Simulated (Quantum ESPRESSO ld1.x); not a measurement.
Q: Radial electron density D(r) = 4 pi r^2 rho(r) of an atom or ion with 52 electrons. Method: non-relativistic Kohn-Sham, LDA (Slater exchange, Perdew-Zunger correlation), spin-unpolarised, spherical densities, point nucleus; computed with ld1.x of Quantum ESPRESSO 7.5.

| r (bohr) | D(r) (e/bohr) |
|---|---|
| 0.0009651 | 1.047 |
| 0.001287 | 1.802 |
| 0.001717 | 3.065 |
| 0.00229 | 5.138 |
| 0.003054 | 8.442 |
| 0.004074 | 13.51 |
| 0.005477 | 21.11 |
| 0.007305 | 31.09 |
| 0.009743 | 43.03 |
| 0.01299 | 54.95 |
| 0.01733 | 63.40 |
| 0.02312 | 65.10 |
| 0.03083 | 60.68 |
| 0.04112 | 57.52 |
| 0.05485 | 64.85 |
| 0.07315 | 79.94 |
| 0.09835 | 84.30 |
| 0.1312 | 70.10 |
| 0.175 | 61.72 |
| 0.2333 | 70.33 |
| 0.3112 | 62.72 |
| 0.4151 | 33.67 |
| 0.5536 | 22.86 |
| 0.7384 | 26.46 |
| 0.9849 | 18.63 |
| 1.314 | 8.165 |
| 1.752 | 4.483 |
| 2.356 | 3.183 |
| 3.142 | 1.604 |
| 4.19 | 0.4760 |
| 5.589 | 0.07609 |
| 7.454 | 0.005682 |

What is the nuclear charge?

A: Z = 52. The innermost maximum, from 1s, lies near 1/Z = 0.0192 bohr (found: 0.0213), and its height grows with Z. The density is that of neutral tellurium in [Kr] 4d9.5 5s1.5 5p5; the configuration itself is not fixed sharply by these data, and Z only to a few units. D(r) has 4 maxima, at r = 0.0213, 0.0901, 0.253, 0.727 bohr, and minima at 0.0401, 0.169, 0.536 bohr, inside which lie 2.01, 11.36, 29.01 electrons.
